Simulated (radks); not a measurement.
Species: Cs17+. Configuration: [Kr] 4d2 (the NIST ground configuration). All-electron calculation, Dirac Kohn-Sham, PBE, spin-unpolarised, spherical densities, finite nucleus; open shells fill j = l - 1/2 first; Fermi nuclear charge, rms radius 4.8041 fm. Program: a radial shooting solver on a logarithmic mesh with Libxc functionals.

Spin-orbit splittings of the eigenvalues, e(l+1/2) - e(l-1/2), with zeta = 2 splitting/(2l+1) and mean radii in bohr:

shell  occ.  splitting (eV)  zeta (eV)  <r> j=l-1/2  <r> j=l+1/2
2p        6           352.5      235.0      0.09398      0.09986
3p        6           68.50      45.66       0.2868       0.2983
3d       10           14.66      5.866       0.2685       0.2721
4p        6           16.85      11.23       0.6646       0.6844
4d        2           3.288      1.315       0.7071       0.7130
4f        0               ?          ?       0.7325       0.7345
5p        0           6.032      4.021        1.250        1.277

Estimate the 4f splitting.

Answer. 0.5663 eV (zeta = 0.1618 eV).
